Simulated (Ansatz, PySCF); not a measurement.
Breaking the Se4–H5 bond in AlH3Se (SMILES [AlH2][SeH]) (multiplicity 1 held, fragments rigid). Energies count from the point at 1.472 Å.
Geometry at that point (charge 0, multiplicity 1):
```xyz
5

Al     0.3641     0.0275    -1.5573
H     -0.6985    -0.5698    -2.5521
H      1.7454     0.6424    -1.9937
Se    -0.2012    -0.0305     0.6966
H      1.0606     0.6067     1.1072
```

Unrestricted levels (U-) break spin symmetry where that is lower. Active spaces are followed from a long bond inwards. Curves can end on different states.

Correlated levels freeze the cores. Filled d and f shells under p-block atoms count as core. Rows in 3-21G carry no dispersion term and start afresh at each structure; the Pople sets are all-electron and without relativity.

Programs: Ansatz (a first-principles code) with Gaussian orbitals; PySCF for 3-21G rows. Each number belongs to the level named beside it.

Energies in kcal/mol.

| R (Å) | R-HF/3-21G | U-MP2/def2-TZVPP | U-SCS-MP2/def2-TZVPP | FIC-MRCISD+Q on CASSCF(4,3)/def2-TZVPP |
|---|---|---|---|---|
| 1.178 | 34.4 | 35.1 | 35.2 | 35.8 |
| 1.325 | 6.6 | … | 6.3 | 6.7 |
| 1.472 | 0.0 | 0.0 | 0.0 | 0.0 |
| 1.619 | 3.9 | 5.1 | 4.9 | 4.4 |
| 1.766 | 13.0 | 15.5 | 15.1 | 13.8 |
| 1.987 | 31.2 | 40.9 | 41.0 | 30.6 |
| 2.208 | 51.0 | 61.7 | 62.5 | 46.4 |
| 2.576 | 82.1 | 75.1 | 76.0 | 65.5 |
| 2.944 | 108.0 | … | 80.2 | 75.4 |
| 3.386 | 132.1 | 80.8 | 81.7 | 80.0 |
| 3.974 | 154.1 | … | 82.2 | 81.6 |
| 4.710 | 169.9 | 81.4 | 82.3 | 82.0 |

What belongs in the gaps?


- 3.974, U-MP2/def2-TZVPP: 81.3
- 1.325, U-MP2/def2-TZVPP: 6.2
- 2.944, U-MP2/def2-TZVPP: 79.2

Doubts at one or more of the structures used: a restricted determinant that unrestricted orbitals would lower (R-HF/3-21G); a spin-contaminated determinant (U-MP2/def2-TZVPP, U-SCS-MP2/def2-TZVPP); active orbitals that take no part (FIC-MRCISD+Q on CASSCF(4,3)/def2-TZVPP).
